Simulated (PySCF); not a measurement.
Working out the electron affinity of Ru

Ru- [Kr] 4d7 5s2 (4F) → Ru [Kr] 4d7 5s1 (5F). All numbers are calculated (PySCF 2.14, scalar relativity through the core potential, in aug-cc-pwCVDZ-PP with ECP28MDF (6s6p5d3f, 70 functions)). Frozen: 4s2 4p6. Energies in hartree (1 hartree = 27.21139 eV):

| part | Ru- (lower) | Ru (upper) |
| --- | --- | --- |
| UHF | -93.808263 | -93.813985 |
| CCSD correlation | -0.217441 | -0.182671 |
| (T) | -0.010458 | -0.006270 |

Task: What does Hartree-Fock give?

Result: (-93.813985) − (-93.808263) = -0.005722 hartree = -0.156 eV.

Task: What do CCSD and CCSD(T) give?

Result: The CCSD correlation energies differ by 0.034770 hartree = 0.946 eV and the triples by 0.004188 hartree = 0.114 eV, so CCSD gives 0.790 eV and CCSD(T) 0.904 eV.

Reference: 1.046 eV (measured; photodetachment measurements, as compiled on the Wikipedia data page of electron affinities), between the lowest levels; spin-orbit coupling is absent from the calculation.

A double-zeta basis recovers only part of the correlation energy.

The coupled-cluster amplitudes are large, so a single reference is strained.

What remains against the reference includes basis incompleteness, the frozen core and higher excitations.
